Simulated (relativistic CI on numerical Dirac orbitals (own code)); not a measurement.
Computed by Dirac-Coulomb-Breit CI, separate exchange-only KLI orbitals for each configuration, a model potential for QED, unscaled Slater integrals (own radial code, finite nucleus).

Configurations in the expansion (outside the closed core [Ar]): 3d10 4s2, 3d10 4s 4p, 3d10 4p2, 3d10 4s 4d, 3d10 4d2, 3d10 4s 4f, 3d10 4p 4d, 3d10 4f2, 3d10 4p 4f, 3d10 4d 4f, 3d10 4s 5s, 3d10 4s 5p, 3d10 4s 5d, 3d10 4s 5f, 3d10 4s 5g, 3d10 4s 6s, 3d10 4s 6p, 3d10 4s 6d, 3d10 4s 6f, 3d10 4s 7s, 3d9 4s2 4p, 3d9 4s2 4d, 3d9 4s2 4f, 3d9 4s2 5s, 3d9 4s2 5p, 3d9 4s2 5d. Double excitations out of closed p, d and f shells are left out; levels of such configurations are missing from the list, as are those of other unlisted configurations, and high levels can miss mixing partners. These lack a partner that the ground configuration has and come out too high: 3d9 4s2 4p, 3d9 4s2 4d, 3d9 4s2 4f, 3d9 4s2 5s, 3d9 4s2 5p.

At this charge energies of transitions that change n are usually good to better than 1 %, and those within a shell (Δn = 0) to a few per cent.

Outline of the computed level scheme of Eu XXXIV. Lowest level of each configuration: 3d10 4s2 1S_0 at 0.000 eV; 3d10 4s 4p 3P°_0 at 62.916 eV; 3d10 4p2 3P_0 at 145.654 eV; 3d10 4s 4d 3D_1 at 226.184 eV; 3d10 4p 4d 3F°_2 at 292.563 eV; 3d10 4s 4f 3F°_2 at 362.820 eV; 3d10 4p 4f 3G_3 at 432.497 eV; 3d10 4d2 3F_2 at 458.706 eV.

Some strong electric-dipole decays among the lowest 45 levels: 3d10 4p 4d 3D°_1 → 3d10 4p2 3P_0 (4.8e+11 s⁻¹); 3d10 4d2 3F_2 → 3d10 4p 4d 3D°_1 (4.5e+11 s⁻¹); 3d10 4s 4f 1F°_3 → 3d10 4s 4d 1D_2 (4.5e+11 s⁻¹); 3d10 4s 4d 1D_2 → 3d10 4s 4p 1P°_1 (4.0e+11 s⁻¹); 3d10 4p 4d 1F°_3 → 3d10 4p2 1D_2 (3.5e+11 s⁻¹); 3d10 4d2 3P_1 → 3d10 4p 4d 3P°_2 (3.3e+11 s⁻¹); 3d10 4s 4f 3F°_4 → 3d10 4s 4d 3D_3 (2.9e+11 s⁻¹); 3d10 4p 4d 3P°_1 → 3d10 4p2 3P_1 (2.9e+11 s⁻¹).

LS names give the leading component of a level, which can be under half, so a name can repeat, a term be missing and a line seem to break the LS rules.
